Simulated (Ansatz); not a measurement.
CF2, SMILES `F[C]F` (lower singlet) (charge 0, multiplicity 1). This singlet lies 2.48 eV below the relaxed triplet at the level composite: frozen-core CCSD(T) with HF/cc-pVQZ and the correlation energy extrapolated as X^-3 from cc-pVTZ and cc-pVQZ, plus CCSDT(Q) minus CCSD(T) in cc-pVDZ // PBE0-D3(BJ)/def2-TZVP (Ansatz, a first-principles code).

Cartesian coordinates (Å):
```xyz
3

F      1.0264    -0.2635     0.0000
C     -0.0002     0.5275     0.0000
F     -1.0263    -0.2641     0.0000
```
Charge 0, spin multiplicity 1.

Frozen-core energies in cc-pVDZ from Ansatz at a geometry from PBE0-D3(BJ)/def2-TZVP; the HF reference has <S^2> = 0.00 (restricted, and unstable towards unrestricted orbitals) and the T1 diagnostic is 0.018.

```csv
level,energy (Ha)
HF,-236.67322
MP2,-237.15681
CCSD,-237.17088
```

**Question.** Estimate the energies of CCSD(T), CCSDT and CCSDT(Q), and give each level's difference from CCSDT(Q).

**Answer.** 
| level | energy (Ha) | difference from CCSDT(Q) (mHa) |
|---|---|---|
| MP2 | -237.15681 | 28.02 |
| CCSD | -237.17088 | 13.95 |
| CCSD(T) | -237.18293 | 1.90 |
| CCSDT | -237.18359 | 1.23 |
| CCSDT(Q) | -237.18483 | 0.00 |
